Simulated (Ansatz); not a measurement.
The same path of CH6BFSi (10 atoms, charge 0, multiplicity 1) was run twice with different band settings. The coordinate that changes most is the dihedral H5–B1–Si2–C3.

Theory: RKS BHLYP/def2-SVP (Ansatz).

Relaxed end points:

```xyz
10
Properties=species:S:1:pos:R:3
B -0.702 1.518 -0.708
Si 0.130 -0.318 -0.699
C 0.405 -0.897 1.091
F 1.108 0.088 1.759
H -0.486 2.318 -1.574
H -1.478 1.828 0.151
H 1.419 -0.387 -1.430
H -0.820 -1.265 -1.350
H -0.549 -1.052 1.608
H 0.972 -1.832 1.153
```

```xyz
10
Properties=species:S:1:pos:R:3
B -0.705 1.516 -0.710
Si 0.127 -0.320 -0.697
C 0.410 -0.894 1.093
F 1.118 0.093 1.753
H -1.469 1.835 0.156
H -0.503 2.306 -1.588
H 1.413 -0.390 -1.433
H -0.825 -1.269 -1.343
H -0.541 -1.048 1.616
H 0.976 -1.829 1.154
```

Common settings: movable images 5; spring 5.0 eV/Å²; start path IDPP; force threshold 0.03 eV/Å; iteration limit 60; end points relaxed.

| run | climbing image | optimiser |
| --- | --- | --- |
| 1 | yes | quadratic models (default) |
| 2 | from the first iteration | lbfgs |

(1) What does each run give, and how far can it be trusted?

## Answers

(1) Run 1: converged after 6 iterations, highest image 0.033 eV above the first end. A vibrational analysis at the climbing image gives one clearly imaginary mode, 104i cm⁻¹: a first-order saddle point.
Run 2: converged after 31 iterations, highest image 0.034 eV above the first end. Another band between the same ends (5 images) ends at a top of the same energy, where a vibrational analysis finds 1 clearly imaginary mode.
